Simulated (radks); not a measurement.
Problem. The scandium ion Sc2+ is in [Ar] 3d1. All-electron calculation, scalar-relativistic Kohn-Sham, PBEsol, spin-polarised, spherical densities, finite nucleus; Fermi nuclear charge, rms radius of each element as measured or else 0.836 A^(1/3) + 0.57 fm. Program: a radial shooting solver on a logarithmic mesh with Libxc functionals. Open shells are filled with parallel spins first. One electron is removed from 2p, 3s, 3p, 3d in turn, with full relaxation. Which removal costs least, and what does each cost?

Solution. 3d 25.043 eV; 3p 56.212 eV; 3s 77.959 eV; 2p 427.70 eV. The 3d electron leaves first.
